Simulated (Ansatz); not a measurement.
Match the barriers

Saddle point of CH7GaSi, closed shell (CH₇GaSi ([CH3][GaH][SiH3]) → CH₃Ga ([CH3][Ga]) + SiH₄; bonds formed: Si2–H3; bonds broken: Ga1–Si2, Ga1–H3), PBE0-D4/def2-TZVP structure:

Ga1  (-0.838, -0.288, -0.053)
Si2  (0.234, 1.514, -1.238)
H3  (0.859, 0.469, 0.021)
C4  (-0.425, -1.661, 1.312)
H5  (-0.802, 2.171, -2.106)
H6  (0.794, 2.650, -0.451)
H7  (1.196, 0.895, -2.192)
H8  (-1.293, -2.297, 1.481)
H9  (0.415, -2.275, 0.978)
H10  (-0.140, -1.178, 2.249)
(Å)

Program: Ansatz 0.2.0. Basis: def2-TZVPP, with def2-QZVPP for the basis limit. Cores are frozen in the correlated methods. Filled d shells of the heavier atoms are correlated. The def2 sets are not built for correlating such inner shells, so the correlated values are less sure here. B3LYP uses VWN-RPA correlation. Extrapolation: Hartree–Fock as exp(−7.88 √X), correlation as X^−2.97. Four methods, as single points on the PBE0-D4 structures, gave these electronic barriers from the start structure: 34.10, 37.34, 40.22, 49.56 kcal/mol.

Question: The methods were, in alphabetical order, B3LYP-D4, BLYP-D4, CCSD(T), HF. Which gave which? (A judgement: the text doesn't fix the answer.)

Answer: By the calculation: BLYP-D4 34.10; B3LYP-D4 37.34; CCSD(T) 40.22; HF 49.56 kcal/mol. For comparison, CCSD(T) at an estimated basis limit (MP2 extrapolated from triple and quadruple zeta, plus CCSD(T) − MP2 in triple zeta) gives 38.12 kcal/mol.

No T1 diagnostic of these runs exceeds 0.015.

Losses and insertions of silylenes and their heavier kin drive the gas-phase chemistry of silicon and germanium vapour deposition.

Labels in which every atom is bracketed show which atoms are joined, not bond orders.

For scale, one of the runs: CCSD(T)/def2-TZVPP, 219 basis functions (an equivalent command: `ansatz run in.yaml --threads 4`). Time: 64 s of wall clock on 4 CPU threads; the host was shared. Peak host memory: 3.1 GiB.
